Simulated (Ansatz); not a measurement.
A run for Ansatz (a first-principles code): R-BHLYP/def2-TZVPP on SiH4 (SMILES [SiH4]).

Ansatz 0.2 input:
```yaml
crystal:
  periodic: [false, false, false]
  atoms:
    - {symbol: Si, position_ang: [0.00000000, -0.00000000, -0.00000000]}
    - {symbol: H, position_ang: [0.85467615, 0.85467615, 0.85467615]}
    - {symbol: H, position_ang: [-0.85467615, -0.85467615, 0.85467615]}
    - {symbol: H, position_ang: [-0.85467615, 0.85467615, -0.85467615]}
    - {symbol: H, position_ang: [0.85467615, -0.85467615, -0.85467615]}
basis:
  gaussian:
    orbitals: def2-TZVPP
hamiltonian:
  xc: {name: BHLYP}
scf: {lower_state_search: off}
```

The log:

```
WARN ansatz: RAYON_NUM_THREADS=4 ignored (pool sized by the plan → 4); use --threads N
Functional definition: BHLYP
these checks for a lower state are left out or cut short: stability, starts, cluster_reference, orbital_swaps, neighbouring_geometries, increment
integrals: 0.02 GiB planned
546 factors; their error is unknown
mean field: 0.24 GiB planned
mean field evaluation 1: about -7942.4133 eV, gradient 6.9e0 eV
mean field evaluation 2: about -7942.5804 eV, gradient 2.4e0 eV
mean field evaluation 4: about -7942.5954 eV, gradient 8.3e-2 eV
mean field evaluation 8: about -7942.6438 eV, gradient 1.6e-4 eV
mean field -7942.64382895 eV, -291.8867769964 hartree, gradient 4.7e-6 eV, S^2 0.000000; 0 other end points of the search recorded, 0 dependent functions left out
reference -7942.64397145 eV, -291.8867822334 hartree; 9, 9 occupied and 89, 89 virtual orbitals, 546 factors
Total energy: -7942.64397145 eV, -291.8867822334 hartree
Checks for a lower state left out: stability, starts, cluster_reference, orbital_swaps, neighbouring_geometries, increment
```

The run converged.

Cost: roughly 0.7 core-seconds.
